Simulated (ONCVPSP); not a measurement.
# selenium ONCV: all-electron and pseudo phase curves

| Item | Value |
| --- | --- |
| Element | selenium (Se) |
| Generator | ONCVPSP 4.0.1 |
| Type | optimised norm-conserving Vanderbilt (ONCV) |
| Functional | LDA (Perdew-Wang 92) |
| Relativity | fully relativistic |
| Frozen core | [Ne] 3s2 |
| Valence charge | 22 |
| Reference configuration | 3p6 3d10 4s2 4p4 |
| Partial waves | 4s: rc 1.60 bohr, ncon 4, nbas 8, qcut 4.9 1/bohr, 2 projectors, debl 1.5 Ha; 3p+4p: rc 1.05 bohr, ncon 4, nbas 8, qcut 14 1/bohr, 2 projectors; 3d: rc 0.85 bohr, ncon 5, nbas 9, qcut 17.7 1/bohr, 2 projectors, debl 2.9 Ha |
| Local potential | polynomial inside 0.70 bohr (lpopt 2, dvloc0 6 Ha) |
| Core correction | none |

Open shells are filled in proportion to 2j + 1.

The phase is arctan(r·R′/R) of the radial function R(r), unwrapped; energies in Ha, scanned from -7 to 5 Ha. A pole is an energy at which the radial function vanishes at the test radius. The pseudo phase is shifted by a multiple of π to meet the all-electron one at the reference energy, and phase errors are pseudo minus all-electron; the curves can meet again beyond the range given. Levels narrower than the energy grid can be missing from the lists of poles.

**Question.** For each channel, where are the poles, and over which energies does the pseudopotential scatter like the atom?

**Answer.**

```
channel  radius (bohr)  reference energy (Ha)  poles, all-electron  poles, pseudo  unbroken range about the reference energy with phases within 0.05 rad  phase error 1 Ha above the reference energy (rad)
      s           1.62                  -0.64                 1.99     1.92, 2.11                                                              below 2.0                                             -0.000
   p3/2           1.07                  -0.24                -4.79          -4.79                                                        the whole range                                             +0.000
   p1/2           1.07                  -0.25                -5.06          -5.06                                                        the whole range                                             +0.000
   d5/2           0.86                  -1.95                 0.32           0.32                                                        the whole range                                             -0.000
   d3/2           0.86                  -1.98                 0.26           0.26                                                        the whole range                                             -0.000
```

Note: no bound ghost flagged; GHOST(+) flagged for s at 55.0 eV.

Phases in the s channel:

| E (Ha) | all-electron | pseudo |
| --- | --- | --- |
| -6.96 | 1.353 | 1.345 |
| -6.64 | 1.342 | 1.336 |
| -6.32 | 1.331 | 1.327 |
| -6.00 | 1.320 | 1.316 |
| -5.68 | 1.308 | 1.304 |
| -5.36 | 1.294 | 1.291 |
| -5.04 | 1.278 | 1.275 |
| -4.72 | 1.260 | 1.257 |
| -4.40 | 1.238 | 1.236 |
| -4.08 | 1.212 | 1.210 |
| -3.76 | 1.180 | 1.178 |
| -3.44 | 1.140 | 1.138 |
| -3.12 | 1.088 | 1.086 |
| -2.80 | 1.017 | 1.015 |
| -2.48 | 0.917 | 0.915 |
| -2.16 | 0.768 | 0.766 |
| -1.84 | 0.534 | 0.532 |
| -1.52 | 0.171 | 0.170 |
| -1.20 | -0.293 | -0.294 |
| -0.88 | -0.705 | -0.705 |
| -0.56 | -0.983 | -0.983 |
| -0.24 | -1.159 | -1.159 |
| 0.08 | -1.276 | -1.276 |
| 0.40 | -1.359 | -1.359 |
| 0.72 | -1.420 | -1.420 |
| 1.04 | -1.468 | -1.468 |
| 1.36 | -1.508 | -1.508 |
| 1.68 | -1.541 | -1.542 |
| 2.00 | -1.571 | -1.621 |
| 2.32 | -1.599 | -4.736 |
| 2.64 | -1.626 | -4.764 |
| 2.96 | -1.653 | -4.790 |
| 3.28 | -1.680 | -4.817 |
| 3.60 | -1.710 | -4.846 |
| 3.92 | -1.743 | -4.878 |
| 4.24 | -1.783 | -4.915 |
| 4.56 | -1.831 | -4.961 |
| 4.88 | -1.895 | -5.020 |
